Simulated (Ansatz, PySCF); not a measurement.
Reaction 2 R1 + R2 + R3 → 3 P1 + P2, each structure at its B3LYP-D3(BJ)/def2-TZVP stationary point, reached from a drawn start (curvature not checked).
P1: H2 (SMILES [H][H]), charge 0, multiplicity 1.
R1: HCl (SMILES Cl), charge 0, multiplicity 1.
R2, HF (SMILES F) (charge 0, multiplicity 1):
```xyz
2

F      0.00000     0.00000     0.46223
H      0.00000     0.00000    -0.46223
```
R3: SiH4 (SMILES [SiH4]), charge 0, multiplicity 1.
P2: Cl2FHSi (SMILES F[SiH](Cl)Cl), charge 0, multiplicity 1.

P less R. No zero-point or thermal terms.

Cores are frozen in the correlated methods.

Programs: Ansatz (Gaussian orbitals); PySCF for the D3/D4 terms. Each number belongs to the level named beside it.

The comparison value is -274.2 kJ/mol (CCSD(T)/cc-pV(Q+d)Z). It is a level with limits of its own, not the exact answer.

Order these levels by how close they come to the comparison value for the reaction energy, closest first: PBE-D4/def2-TZVPP, r2SCAN-D4/def2-TZVPP, revPBE/def2-TZVPP, PBE-D3(BJ)/def2-TZVPP, HF/cc-pV(D+d)Z. Give each level's value less the comparison value.

PBE-D4/def2-TZVPP (4.9 kJ/mol), PBE-D3(BJ)/def2-TZVPP (7.6 kJ/mol), r2SCAN-D4/def2-TZVPP (-17.2 kJ/mol), revPBE/def2-TZVPP (18.3 kJ/mol), HF/cc-pV(D+d)Z (80.0 kJ/mol)

Ansatz is a first-principles code.
